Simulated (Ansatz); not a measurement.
System: C3H3F4 (charge 0, doublet). It need not be the lowest isomer of its formula. 
Coordinates optimised at B3LYP-D3(BJ)/def2-TZVP (Ansatz, a program for electronic structure):
```
C
H 1 1.0899
H 1 1.0977 2 108.38
C 1 1.4922 2 109.17 3 119.33
F 4 1.3336 1 115.00 2 -48.44
F 4 1.3397 5 109.94 1 131.71
C 1 1.5149 2 108.70 3 -117.59
F 7 1.3647 1 110.22 2 -53.65
F 7 1.3665 8 107.41 1 -118.52
H 7 1.0913 8 107.96 9 -116.32
```
Charge 0, spin multiplicity 2.

Parts of the frozen-core correlation energy in STO-3G (Ansatz, hartree). Frozen orbitals: 7; correlated occupied orbitals by spin: 22 and 21; virtual: 9 and 10. UHF or UKS for open shells. Spin-orbit coupling is left out. No relativistic terms.

```json
[
 {"term": "reference (HF)", "value": "-506.07727"},
 {"term": "MP2 opposite-spin", "value": "[?]"},
 {"term": "MP2 same-spin", "value": "-0.02961"},
 {"term": "CCSD correlation", "value": "[?]"},
 {"term": "(T)", "value": "[?]"},
 {"term": "T1 diagnostic", "value": "0.011"},
 {"term": "largest doubles amplitude", "value": "0.022"},
 {"term": "<S^2> of the reference", "value": "0.756"}
]
```

### Question
Some entries are withheld; supply them.

### Answer

- MP2 opposite-spin, value: -0.16797
- CCSD correlation, value: -0.25547
- (T), value: -0.00630
